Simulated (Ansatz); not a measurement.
Job for Ansatz (a program for electronic structure): R-B3LYP-D3(BJ)/def2-TZVP on CH5BSe (SMILES CB[SeH]).

Ansatz 0.2 input:
```yaml
crystal:
  periodic: [false, false, false]
  atoms:
    - {symbol: B, position_ang: [-0.51357540, 0.04437491, -0.01318276]}
    - {symbol: H, position_ang: [-1.56951184, -0.27759342, 0.41726707]}
    - {symbol: C, position_ang: [0.83640287, -0.57399570, 0.47555587]}
    - {symbol: H, position_ang: [0.69009050, -1.52770316, 1.02813774]}
    - {symbol: H, position_ang: [1.33000828, 0.07419064, 1.17221496]}
    - {symbol: H, position_ang: [1.55600606, -0.79658429, -0.33545232]}
    - {symbol: Se, position_ang: [-0.50402445, 1.35900925, -1.38173470]}
    - {symbol: H, position_ang: [-1.88100182, 1.63525107, -1.43197471]}
basis:
  gaussian:
    orbitals: def2-TZVP
hamiltonian:
  xc: b3lyp
  dispersion: d3bj
relax: {f_tol: 0.003, max_steps: 120}
```

Output:

```
WARN ansatz: RAYON_NUM_THREADS=1 ignored (pool sized by the plan → 1); use --threads N
Functional definition: B3LYP
integrals: 0.05 GiB planned
978 factors; their error is unknown
mean field: 0.53 GiB planned
mean field evaluation 1: about -67138.7568 eV, gradient 5.7e1 eV
mean field evaluation 2: about -67131.9598 eV, gradient 7.1e1 eV
mean field evaluation 4: about -67146.5533 eV, gradient 4.5e0 eV
mean field evaluation 8: about -67146.6033 eV, gradient 3.0e-2 eV
mean field evaluation 16: about -67146.9205 eV, gradient 4.0e-5 eV
mean field -67146.92051087 eV, -2467.6038149572 hartree, gradient 4.0e-5 eV, S^2 0.000000; 0 other end points of the search recorded, 0 dependent functions left out
the calculation of the forces begins
reference -67146.92075274 eV, -2467.6038238458 hartree; 25, 25 occupied and 115, 115 virtual orbitals, 978 factors
relax step   1: F+E_penalty+E_count = -67147.17214220 eV  Δ(F+E_penalty+E_count) = +0.000e0 eV  max|allowed force component| = 1.723e0 eV/Å  Δτ_max = 0.0000 Å  (26 SCF iters, accepted)
these checks for a lower state are left out or cut short: starts, cluster_reference, orbital_swaps, neighbouring_geometries, increment
integrals: 0.05 GiB planned
978 factors; their error is unknown
mean field: 0.53 GiB planned
mean field -67147.00609195 eV, -2467.6069600038 hartree, gradient 2.3e-5 eV, S^2 0.000000; 0 other end points of the search recorded, 0 dependent functions left out
the calculation of the forces begins
reference -67147.00633432 eV, -2467.6069689107 hartree; 25, 25 occupied and 115, 115 virtual orbitals, 978 factors
relax step   2: F+E_penalty+E_count = -67147.25768227 eV  Δ(F+E_penalty+E_count) = -8.554e-2 eV  max|allowed force component| = 5.738e-1 eV/Å  Δτ_max = 0.0618 Å  (29 SCF iters, accepted)
these checks for a lower state are left out or cut short: starts, cluster_reference, orbital_swaps, neighbouring_geometries, increment
integrals: 0.05 GiB planned
978 factors; their error is unknown
mean field: 0.53 GiB planned
mean field -67147.01834475 eV, -2467.6074102858 hartree, gradient 2.2e-5 eV, S^2 0.000000; 0 other end points of the search recorded, 0 dependent functions left out
the calculation of the forces begins
reference -67147.01858758 eV, -2467.6074192095 hartree; 25, 25 occupied and 115, 115 virtual orbitals, 978 factors
relax step   3: F+E_penalty+E_count = -67147.26905305 eV  Δ(F+E_penalty+E_count) = -1.137e-2 eV  max|allowed force component| = 1.682e-1 eV/Å  Δτ_max = 0.0449 Å  (29 SCF iters, accepted)
these checks for a lower state are left out or cut short: starts, cluster_reference, orbital_swaps, neighbouring_geometries, increment
integrals: 0.05 GiB planned
978 factors; their error is unknown
mean field: 0.53 GiB planned
mean field evaluation 32: about -67146.3301 eV, gradient 1.3e1 eV
mean field -67147.02909951 eV, -2467.6078055160 hartree, gradient 6.7e-6 eV, S^2 0.000000; 0 other end points of the search recorded, 0 dependent functions left out
the calculation of the forces begins
reference -67147.02934200 eV, -2467.6078144273 hartree; 25, 25 occupied and 115, 115 virtual orbitals, 978 factors
relax step   4: F+E_penalty+E_count = -67147.27987405 eV  Δ(F+E_penalty+E_count) = -1.082e-2 eV  max|allowed force component| = 6.817e-1 eV/Å  Δτ_max = 0.1997 Å  (34 SCF iters, accepted)
these checks for a lower state are left out or cut short: starts, cluster_reference, orbital_swaps, neighbouring_geometries, increment
integrals: 0.05 GiB planned
978 factors; their error is unknown
mean field: 0.53 GiB planned
mean field -67147.04634805 eV, -2467.6084393882 hartree, gradient 1.2e-5 eV, S^2 0.000000; 0 other end points of the search recorded, 0 dependent functions left out
the calculation of the forces begins
reference -67147.04659182 eV, -2467.6084483465 hartree; 25, 25 occupied and 115, 115 virtual orbitals, 978 factors
relax step   5: F+E_penalty+E_count = -67147.29604833 eV  Δ(F+E_penalty+E_count) = -1.617e-2 eV  max|allowed force component| = 1.554e-1 eV/Å  Δτ_max = 0.1220 Å  (31 SCF iters, accepted)
these checks for a lower state are left out or cut short: starts, cluster_reference, orbital_swaps, neighbouring_geometries, increment
integrals: 0.05 GiB planned
978 factors; their error is unknown
mean field: 0.53 GiB planned
mean field -67147.04587022 eV, -2467.6084218280 hartree, gradient 6.6e-6 eV, S^2 0.000000; 0 other end points of the search recorded, 0 dependent functions left out
the calculation of the forces begins
reference -67147.04611447 eV, -2467.6084308042 hartree; 25, 25 occupied and 115, 115 virtual orbitals, 978 factors
relax step   6: F+E_penalty+E_count = -67147.29564856 eV  Δ(F+E_penalty+E_count) = +3.998e-4 eV  max|allowed force component| = 2.338e-1 eV/Å  Δτ_max = 0.0587 Å  (30 SCF iters, rejected (line search))
these checks for a lower state are left out or cut short: starts, cluster_reference, orbital_swaps, neighbouring_geometries, increment
integrals: 0.05 GiB planned
978 factors; their error is unknown
mean field: 0.53 GiB planned
mean field -67147.04958039 eV, -2467.6085581744 hartree, gradient 6.5e-6 eV, S^2 0.000000; 0 other end points of the search recorded, 0 dependent functions left out
the calculation of the forces begins
reference -67147.04982477 eV, -2467.6085671550 hartree; 25, 25 occupied and 115, 115 virtual orbitals, 978 factors
relax step   7: F+E_penalty+E_count = -67147.29959102 eV  Δ(F+E_penalty+E_count) = -3.543e-3 eV  max|allowed force component| = 4.921e-2 eV/Å  Δτ_max = 0.0294 Å  (29 SCF iters, accepted)
these checks for a lower state are left out or cut short: starts, cluster_reference, orbital_swaps, neighbouring_geometries, increment
integrals: 0.05 GiB planned
978 factors; their error is unknown
mean field: 0.53 GiB planned
mean field evaluation 64: about -67147.0502 eV, gradient 1.6e-4 eV
mean field -67147.05022480 eV, -2467.6085818561 hartree, gradient 2.6e-5 eV, S^2 0.000000; 0 other end points of the search recorded, 0 dependent functions left out
the calculation of the forces begins
reference -67147.05046963 eV, -2467.6085908535 hartree; 25, 25 occupied and 115, 115 virtual orbitals, 978 factors
relax step   8: F+E_penalty+E_count = -67147.30034478 eV  Δ(F+E_penalty+E_count) = -7.538e-4 eV  max|allowed force component| = 3.204e-2 eV/Å  Δτ_max = 0.0384 Å  (30 SCF iters, accepted)
these checks for a lower state are left out or cut short: starts, cluster_reference, orbital_swaps, neighbouring_geometries, increment
integrals: 0.05 GiB planned
978 factors; their error is unknown
mean field: 0.53 GiB planned
mean field -67147.05058001 eV, -2467.6085949098 hartree, gradient 6.4e-6 eV, S^2 0.000000; 0 other end points of the search recorded, 0 dependent functions left out
the calculation of the forces begins
reference -67147.05082492 eV, -2467.6086039102 hartree; 25, 25 occupied and 115, 115 virtual orbitals, 978 factors
relax step   9: F+E_penalty+E_count = -67147.30074565 eV  Δ(F+E_penalty+E_count) = -4.009e-4 eV  max|allowed force component| = 1.841e-3 eV/Å  Δτ_max = 0.0157 Å  (31 SCF iters, accepted)
these checks for a lower state are left out or cut short: starts, cluster_reference, orbital_swaps, neighbouring_geometries, increment
integrals: 0.05 GiB planned
978 factors; their error is unknown
mean field: 0.53 GiB planned
mean field -67147.05061176 eV, -2467.6085960764 hartree, gradient 6.4e-6 eV, S^2 0.000000; 0 other end points of the search recorded, 0 dependent functions left out
the calculation of the forces begins
reference -67147.05085674 eV, -2467.6086050794 hartree; 25, 25 occupied and 115, 115 virtual orbitals, 978 factors
relax step  10: F+E_penalty+E_count = -67147.30077020 eV  Δ(F+E_penalty+E_count) = -2.455e-5 eV  max|allowed force component| = 7.492e-3 eV/Å  Δτ_max = 0.0094 Å  (32 SCF iters, accepted)
these checks for a lower state are left out or cut short: starts, cluster_reference, orbital_swaps, neighbouring_geometries, increment
integrals: 0.05 GiB planned
978 factors; their error is unknown
mean field: 0.53 GiB planned
mean field -67147.05057551 eV, -2467.6085947443 hartree, gradient 6.4e-6 eV, S^2 0.000000; 0 other end points of the search recorded, 0 dependent functions left out
the calculation of the forces begins
reference -67147.05082049 eV, -2467.6086037474 hartree; 25, 25 occupied and 115, 115 virtual orbitals, 978 factors
relax step  11: F+E_penalty+E_count = -67147.30073335 eV  Δ(F+E_penalty+E_count) = +3.684e-5 eV  max|allowed force component| = 2.223e-2 eV/Å  Δτ_max = 0.0092 Å  (32 SCF iters, rejected (line search))
these checks for a lower state are left out or cut short: starts, cluster_reference, orbital_swaps, neighbouring_geometries, increment
integrals: 0.05 GiB planned
978 factors; their error is unknown
mean field: 0.53 GiB planned
mean field -67147.05061864 eV, -2467.6085963294 hartree, gradient 6.4e-6 eV, S^2 0.000000; 0 other end points of the search recorded, 0 dependent functions left out
the calculation of the forces begins
reference -67147.05086360 eV, -2467.6086053315 hartree; 25, 25 occupied and 115, 115 virtual orbitals, 978 factors
relax step  12: F+E_penalty+E_count = -67147.30078079 eV  Δ(F+E_penalty+E_count) = -1.060e-5 eV  max|allowed force component| = 5.143e-4 eV/Å  Δτ_max = 0.0022 Å  (32 SCF iters, accepted)
integrals: 0.05 GiB planned
978 factors; their error is unknown
mean field: 0.53 GiB planned
mean field evaluation 96: about -67146.7329 eV, gradient 4.1e-1 eV
mean field -67147.05061864 eV, -2467.6085963294 hartree, gradient 6.4e-6 eV, S^2 0.000000; 1 other end points of the search recorded, 0 dependent functions left out
the calculation of the forces begins
reference -67147.05086360 eV, -2467.6086053315 hartree; 25, 25 occupied and 115, 115 virtual orbitals, 978 factors
Total energy: -67147.30102575 eV, -2467.6177986210 hartree
Atom 0 at    -0.470979     0.125450     0.045804 Å, force    -0.000514    -0.000054     0.000412 eV/Å
Atom 1 at    -1.450459     0.088610     0.718191 Å, force     0.000152     0.000241    -0.000066 eV/Å
Atom 2 at     0.851118    -0.585005     0.465203 Å, force     0.000359    -0.000046     0.000068 eV/Å
Atom 3 at     0.660882    -1.653266     0.618499 Å, force    -0.000027     0.000061    -0.000245 eV/Å
Atom 4 at     1.176453    -0.206405     1.440821 Å, force    -0.000079    -0.000180     0.000003 eV/Å
Atom 5 at     1.681537    -0.482832    -0.234742 Å, force     0.000164     0.000006     0.000198 eV/Å
Atom 6 at    -0.551671     1.105608    -1.613565 Å, force     0.000015     0.000073    -0.000494 eV/Å
Atom 7 at    -1.952487     1.544788    -1.509380 Å, force    -0.000070    -0.000100     0.000124 eV/Å
Dipole moment:    -0.018211    -0.047663     0.094898 e Å
```

Self-consistency was reached.

Cost: around 50 core-seconds (rough).
